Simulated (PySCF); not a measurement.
C2H4P3Si (charge -1).
Atom-mapped SMILES: `[SiH3:1][c:2]1[p:3][p:4][cH:5][p-:6]1`

Structure used (GFN2-xTB), in Å, numbered top down from 1:
```
atom  x, y, z in Å
Si1   -1.989   -0.063   -0.054
C2    -0.131    0.152   -0.033
P3     0.544    1.748   -0.195
P4     2.577    1.271   -0.072
C5     2.412   -0.436    0.123
P6     0.889   -1.249    0.167
H7    -2.349   -1.486   -0.148
H8    -2.622    0.628   -1.189
H9    -2.642    0.463    1.160
H10    3.319   -1.023    0.219
```

Probes without a nucleus sit at each ring's centroid and 1 Å off its mean plane on both sides; NICS is minus the shielding there, NICSzz its component along the normal. Level: GIAO PBE0/pcSseg-1 (PySCF, non-relativistic, gas phase) on the GFN2-xTB geometry, one conformer.

Ring bond lengths (Å), with Mayer bond orders in brackets: C2–P3 1.740 (1.30), P3–P4 2.092 (1.34), P4–C5 1.726 (1.33), C5–P6 1.727 (1.32), P6–C2 1.744 (1.23).

Task: Give the NICS values of each ring in ppm.

Result: 
| ring | type | NICS(0) | NICS(1), two faces | NICS(1)zz, two faces | rms pucker (Å) | centre to ring atoms, mean (Å) |
| --- | --- | --- | --- | --- | --- | --- |
| C2–P3–P4–C5–P6 | 5-membered ring with 3 P; formal bonds all aromatic | -13.1 | -13.5 / -13.7 | -33.2 / -33.8 | 0.00 | 1.53 |

Task: What do they say, and how far can they be read as aromaticity?

Result: 
- C2–P3–P4–C5–P6: mean NICS(1)zz -33.5 ppm, shielded.

Task: Give the inner angles of the rings and the Hirshfeld charges of the ring atoms.

Result: 
- C2–P3–P4–C5–P6: C2 121.3° (-0.260 e), P3 99.4° (-0.160 e), P4 98.0° (-0.172 e), C5 123.6° (-0.235 e), P6 97.8° (-0.083 e); sum 540.0° against 540° for a flat convex ring.
